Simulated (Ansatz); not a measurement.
`[SH][SnH3]`. Charge 0, multiplicity 1. Sn takes the def2 core potential.

Z-matrix (Å, degrees):
```
Sn
S 1 2.406
H 1 1.706 2 109.4
H 1 1.701 2 104.7 3 119.6
H 1 1.706 2 109.5 3 -120.8
H 2 1.343 1 93.9 3 59.8
```

(1) List the harmonic frequencies (cm⁻¹, unscaled) at PBE0-D4/def2-TZVP in Ansatz. (Estimate.)

(2) Is this a minimum?

(3) Give the ideal-gas thermochemistry at 298.15 K and 1 bar (rigid rotor, harmonic oscillator; point group Cs, symmetry number 1).

Results:

(1) The calculation gave: 113, 356, 429, 468, 689, 710, 713, 732, 1949, 1950, 1974, 2714.

(2) Yes, all 12 modes are real.

(3) Zero-point energy 76.5 kJ/mol; H(298) − E = 91.8 kJ/mol; entropy 301.7 J/(mol·K), of which translation 171.7, rotation 100.1, vibration 29.8; G(298) − E = 1.9 kJ/mol.
